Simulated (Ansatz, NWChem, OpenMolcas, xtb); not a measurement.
## Loss of HCl: GeH3Cl → GeH2 + HCl

Species: GeH3Cl (chlorogermane) `[Cl][GeH3]`, singlet; GeH2 `[GeH2]`, singlet; HCl (hydrogen chloride), singlet. 

Shapes, held fixed at every level: PBE0-D4/def2-TZVP. Programs: Ansatz 0.2.0, NWChem 7.3.0, OpenMolcas 26.06, xtb 6.7.1. A level may come from different programs for different species; with the same settings they agree closely. Electronic energies: no zero-point or thermal term.

```json
{"level": "GFN1-xTB", "kind": "semi-empirical", "ΔE (kJ/mol)": "+298.3"}
{"level": "HF/STO-3G", "kind": "Hartree–Fock", "ΔE (kJ/mol)": "+473.0"}
{"level": "HF/3-21G", "kind": "Hartree–Fock", "ΔE (kJ/mol)": "+254.0"}
{"level": "HF/def2-SVP", "kind": "Hartree–Fock", "ΔE (kJ/mol)": "+231.2"}
{"level": "B3LYP/6-31G* (Cartesian functions)", "kind": "global hybrid", "ΔE (kJ/mol)": "+223.3"}
{"level": "PBE0/def2-SVP", "kind": "global hybrid", "ΔE (kJ/mol)": "+248.2"}
```

PBE0/def2-SVP gives ΔE = +248.2 kJ/mol; the levels span +223.3 to +473.0. The median of the levels is +251.1. No measured value is set beside it here. Relativity is left out for Ge unless named. Rows in sets without polarisation functions are far from converged.
